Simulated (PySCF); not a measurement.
Species: CH12GeOSi3.
Z-matrix (Å and degrees, PBE0-D3(BJ)/def2-SVP geometry), rows numbered from 1:
```
Si
C   1  1.8839
Si  2  1.8836  1  112.58
Si  2  1.8835  1  113.14  3  -128.06
O   4  1.6460  2  111.94  1    77.24
Ge  5  1.7704  4  153.88  2    -7.96
H   1  1.4965  2  111.04  3   -49.68
H   1  1.4953  2  110.01  3    69.98
H   1  1.4951  2  110.48  3  -170.23
H   2  1.1081  1  106.78  3   116.38
H   3  1.4958  2  110.86  1  -173.15
H   3  1.4949  2  110.70  1    66.00
H   3  1.4963  2  110.19  1   -53.43
H   4  1.4962  2  109.38  1   -43.98
H   4  1.4947  2  108.42  1  -162.64
H   6  1.5367  5  106.05  4  -154.13
H   6  1.5380  5  107.84  4    86.54
H   6  1.5385  5  108.98  4   -34.22
```

Level: PBE0/def2-SVPD in PySCF, non-relativistic, on one gas-phase PBE0-D3(BJ)/def2-SVP geometry that isn't relaxed in the solvent. The solvent is an IEF-PCM continuum (van der Waals radii × 1.2), and excitations are vertical TDDFT with non-equilibrium linear response and a frozen core. Only the electrostatic response of the medium enters. Spin–orbit coupling is left out although an atom past zinc is present.

Gas-phase singlets (H = HOMO, L = LUMO):

| state | E (eV) | λ (nm) | f | leading configuration |
| --- | --- | --- | --- | --- |
| S1 | 6.615 | 187 | 0.001 | H-1→L 53% |
| S2 | 6.699 | 185 | 0.009 | H→L 53% |
| S3 | 7.264 | 171 | 0.003 | H→L+1 66% |
| S4 | 7.330 | 169 | 0.007 | H-1→L+1 69% |
| S5 | 7.405 | 167 | 0.003 | H-2→L 80% |

How does the list change in acetonitrile (ε = 35.69)?

```tsv
state	E (eV)	λ (nm)	f	leading configuration	change by rank (eV)
S1	6.674	186	0.000	H-1→L 93%	+0.059
S2	6.721	184	0.012	H→L 93%	+0.022
S3	7.301	170	0.003	H→L+1 88%	+0.037
S4	7.396	168	0.011	H-1→L+1 88%	+0.066
S5	7.405	167	0.004	H-2→L 81%	0.000
```

How do the frontier levels move from gas to acetonitrile?

```
orbital  gas (eV)  solvent (eV)  change (eV)                     Löwdin shares, gas                 Löwdin shares, solvent
 LUMO+2      0.30          0.45        +0.15   Ge6 24 %, Si3 11 %, H17 7 %, Si1 7 %   Ge6 22 %, Si3 12 %, Si1 8 %, H17 7 %
 LUMO+1      0.08          0.23        +0.15  Ge6 15 %, Si1 14 %, Si3 13 %, Si4 7 %  Si1 15 %, Ge6 14 %, Si3 13 %, Si4 8 %
   LUMO     -0.33         -0.20        +0.13   Ge6 25 %, O5 12 %, Si4 11 %, H17 7 %   Ge6 23 %, Si4 13 %, O5 12 %, H17 7 %
   HOMO     -8.25         -8.16        +0.09   O5 25 %, Si4 16 %, C2 16 %, H15 14 %    C2 23 %, O5 22 %, Si4 14 %, Si1 6 %
 HOMO-1     -8.27         -8.21        +0.06   O5 28 %, Si4 16 %, H14 14 %, C2 13 %  O5 30 %, Si4 17 %, H14 14 %, H15 10 %
 HOMO-2     -8.86         -8.74        +0.12   C2 25 %, Si1 16 %, Si3 15 %, H9 12 %   C2 25 %, Si3 15 %, Si1 15 %, H9 11 %
 HOMO-3     -9.08         -8.94        +0.14   C2 14 %, Ge6 13 %, O5 11 %, Si3 10 %   C2 15 %, Ge6 13 %, Si3 10 %, O5 10 %
```

The HOMO–LUMO gap goes from 7.92 to 7.96 eV.
